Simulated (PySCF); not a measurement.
CH9ClOSi3. Atoms are numbered in the order given.

```xyz
15

C     -3.4280     1.1703     0.2868
Si    -1.9990     0.2649    -0.5168
O     -0.8138     0.0143     0.6651
Si     0.8156    -0.3232     0.7381
Si     2.0946     1.4007    -0.2225
Cl     1.2403    -2.0417    -0.3844
H     -3.8476     0.5771     1.1239
H     -4.2367     1.3472    -0.4518
H     -3.1006     2.1515     0.6851
H     -2.4375    -1.0662    -1.0611
H     -1.4051     1.0807    -1.6369
H      1.1440    -0.6240     2.1695
H      3.5581     1.0701    -0.1087
H      1.7290     1.5294    -1.6760
H      1.8324     2.7141     0.4667
```
Charge 0, spin multiplicity 1.

Geometry: PBE-D3(BJ)/def2-SVP. The structure was generated by enumeration; whether it is a known compound was not checked. Other conformers were not sampled.

All values below come from PySCF with TDA-PBE/def2-SVPD.

Vertical excitations. Gas-phase values at a fixed geometry.

| state | energy (eV) | λ (nm) | f | main pairs |
|---|---|---|---|---|
| S1 | 5.74 | 216 | 0.009 | HOMO→LUMO 96 % |
| S2 | 5.91 | 210 | 0.017 | HOMO→LUMO+1 94 % |
| S3 | 6.32 | 196 | 0.005 | HOMO−1→LUMO 97 % |
| S4 | 6.48 | 191 | 0.015 | HOMO−1→LUMO+1 77 %, HOMO−2→LUMO 20 % |
| S5 | 6.53 | 190 | 0.006 | HOMO−2→LUMO 69 %, HOMO−1→LUMO+1 17 % |
| S6 | 6.54 | 189 | 0.007 | HOMO→LUMO+3 52 %, HOMO→LUMO+4 44 % |
| T1 | 5.23 | 237 | 0 | HOMO→LUMO 98 % |
| T2 | 5.36 | 232 | 0 | HOMO→LUMO+1 98 % |
Triplets are in the Tamm–Dancoff approximation.
